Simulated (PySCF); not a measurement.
PySCF 2.14 output of a UHF calculation on a single atom or ion in def2-TZVP with the def2 core potential (60 electrons) (6s4p3d1f, 40 functions), with scalar relativity through the core potential:

```
SCF conv_tol = 1e-09
number electrons alpha = 9  beta = 5
cycle= 1 E= -101.573859510544  delta_E= -0.00323  |g|= 0.0172  |ddm|= 0.0607
cycle= 2 E= -101.574080448176  delta_E= -0.000221  |g|= 0.00607  |ddm|= 0.0264
cycle= 3 E= -101.574148271238  delta_E= -6.78e-05  |g|= 0.0025  |ddm|= 0.0191
cycle= 4 E= -101.574165106625  delta_E= -1.68e-05  |g|= 0.000152  |ddm|= 0.0147
cycle= 5 E= -101.574165147129  delta_E= -4.05e-08  |g|= 3.13e-05  |ddm|= 0.000607
cycle= 6 E= -101.574165147935  delta_E= -8.06e-10  |g|= 5.25e-06  |ddm|= 5.59e-05
converged SCF energy = -101.574165147935  <S^2> = 6.0025255  2S+1 = 5.0010101
```

The run itself started from symmetry-adapted Hartree-Fock orbitals and held the occupation by maximum overlap, so the iterations belong to that start.

Which element, charge and spin multiplicity is this?

Ir³⁺ (iridium, charge +3), multiplicity 5; the state was [Xe] 4f14 5d6, high-spin 5D determinant.

Energies and moments cover only the electrons outside the core potential. Spin-orbit coupling, absent here, splits the open shell strongly.
